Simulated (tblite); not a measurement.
Compound: C4H5GeO (charge -1).
Numbering: `[GeH2-:1][c:2]1[cH:3][cH:4][cH:5][o:6]1` (hydrogens: H7, H8 on Ge1; H9 on C3; H10 on C4; H11 on C5)
Bond orders are those of one Lewis drawing.

Computed with GFN2-xTB (tblite), gas phase: L-BFGS steps from a force-field or distance-geometry start until the largest atomic force falls under 0.01 eV/Å.

Step 19: E = -470.2107 eV
```
atom  x, y, z in Å  |  force x, y, z in eV/Å
Ge1     2.4361    0.6242   -0.6141   -0.030  -0.067   0.034
C2      0.5079    0.1440   -0.1450   -0.009   0.174   0.039
C3     -0.2915   -0.8563    0.3445    0.072  -0.011  -0.064
C4     -1.6401   -0.4492    0.1884    0.079  -0.017   0.045
C5     -1.5882    0.7854   -0.3779   -0.026  -0.008   0.042
O6     -0.3069    1.1501   -0.5785   -0.033  -0.080  -0.050
H7      2.8312    0.8636    0.9983   -0.049  -0.006   0.016
H8      2.8935   -0.9576   -0.4060    0.034  -0.076   0.010
H9      0.0433   -1.7845    0.7759    0.005   0.057  -0.075
H10    -2.5264   -1.0018    0.4539    0.001   0.033   0.015
H11    -2.3535    1.4849   -0.6655   -0.044   0.001  -0.012
```

Step 20: E = -470.2122 eV
```
atom  x, y, z in Å  |  force x, y, z in eV/Å
Ge1     2.4357    0.6255   -0.6125   -0.008  -0.088   0.020
C2      0.5093    0.1471   -0.1434   -0.056   0.151   0.013
C3     -0.2887   -0.8555    0.3428    0.033  -0.017  -0.038
C4     -1.6383   -0.4507    0.1883    0.055   0.003   0.038
C5     -1.5900    0.7837   -0.3779    0.009   0.017   0.026
O6     -0.3088    1.1495   -0.5795   -0.015  -0.037  -0.044
H7      2.8297    0.8629    0.9973   -0.046  -0.003   0.029
H8      2.8947   -0.9617   -0.4051    0.023  -0.047   0.006
H9      0.0430   -1.7839    0.7740    0.032   0.039  -0.064
H10    -2.5266   -0.9993    0.4552    0.010   0.004   0.019
H11    -2.3546    1.4849   -0.6652   -0.036  -0.022  -0.006
```

Problem. Estimate the geometry and energy of step 21. (The exact step hangs on the optimiser's Hessian estimate; all steps are aligned on step 20, rigid shifts and turns removed.)

Solution. E = -470.2140 eV, largest force 0.100 eV/Å
```
atom  x, y, z in Å  |  force x, y, z in eV/Å
Ge1     2.4351    0.6239   -0.6100    0.019  -0.081  -0.008
C2      0.5103    0.1535   -0.1420   -0.073   0.065  -0.023
C3     -0.2842   -0.8541    0.3393   -0.020   0.005   0.000
C4     -1.6349   -0.4522    0.1895    0.009   0.033   0.013
C5     -1.5919    0.7824   -0.3769    0.030   0.028   0.001
O6     -0.3114    1.1488   -0.5825   -0.008   0.058  -0.028
H7      2.8253    0.8591    0.9954   -0.040   0.003   0.049
H8      2.8941   -0.9646   -0.4015    0.011  -0.039   0.006
H9      0.0448   -1.7819    0.7704    0.070   0.005  -0.044
H10    -2.5253   -0.9967    0.4571    0.025  -0.026   0.028
H11    -2.3566    1.4845   -0.6647   -0.024  -0.051   0.005
```

The energy changes by -0.0017 eV. The first-order estimate −F·Δx gives -0.0026 eV and the mean of the old and new forces, exact on a quadratic surface, -0.0017 eV. The step makes an angle of 45° with the force vector and moves no atom by more than 0.007 Å.

What follows is the cost of the whole relaxation. Hardware: an Intel Xeon at 2.50 GHz with one thread, shared host. Cost: 0.64 s.
